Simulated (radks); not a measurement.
Problem. These are the eigenvalues of the occupied orbitals of an atom or ion with whole-number occupations (eV). All-electron calculation, non-relativistic Kohn-Sham, BLYP, spin-unpolarised, spherical densities, point nucleus. Program: a radial shooting solver on a logarithmic mesh with Libxc functionals.

1s: -397.1694
2s: -27.4938
2p: -15.8968
3p: -1.2330

Which element is it, and in what charge state? The configuration may be excited.

Solution. Z = 7, nitrogen, charge 0: N in [He] 2s2 2p2 3p1. The list shows which subshells hold electrons but not how many an open one holds; the 1s level, -14.596 hartree, gives Z - s = 5.4 by -(Z - s)^2/2, which with screening narrows Z to a few neighbours, and the depths of the outer levels then fix element, charge and occupations together.
